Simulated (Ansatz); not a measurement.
Na₂Te⁺, relaxed as a doublet with UKS r2SCAN-D4/def2-TZVP in Ansatz, starting from the GFN1-xTB geometry. Force threshold 0.02 eV/Å.

In the def2 sets Te takes a core potential; there is no spin–orbit coupling. Another isomer (doublet) lies 0.03 eV lower at PBE0-D4/def2-TZVP; other spin states weren't run for this one.

Start:

```xyz
3

Na   -1.123    1.305    2.225
Na    1.123   -1.318   -2.218
Te    0.000    0.013   -0.007
```

Q: Estimate the energy that the relaxation releases and the steps that it takes.

A: 0.03 eV, in 4 steps; 27 s on 4 threads of Arm Neoverse V2 on a shared host. No frequencies were taken in this run, so the end may be a saddle point.

Q: Does the start keep its bonding and symmetry?

A: By distances, no bond broke or formed. The bond that changes most is Na1–Te3, from 2.81 to 2.92 Å (atoms count from 1). Point group D∞h at the start, D∞h at the end, both within 0.05 Å.

Q: Predict the relaxed structure.

A: 
Cartesian coordinates in Å:
```
Na -1.1633 1.3584 2.3021
Na 1.1633 -1.3601 -2.3012
Te 0.0001 0.0017 -0.0010
```
Bond lengths (bridged metal pairs left out): 2 × Na–Te 2.92 Å.
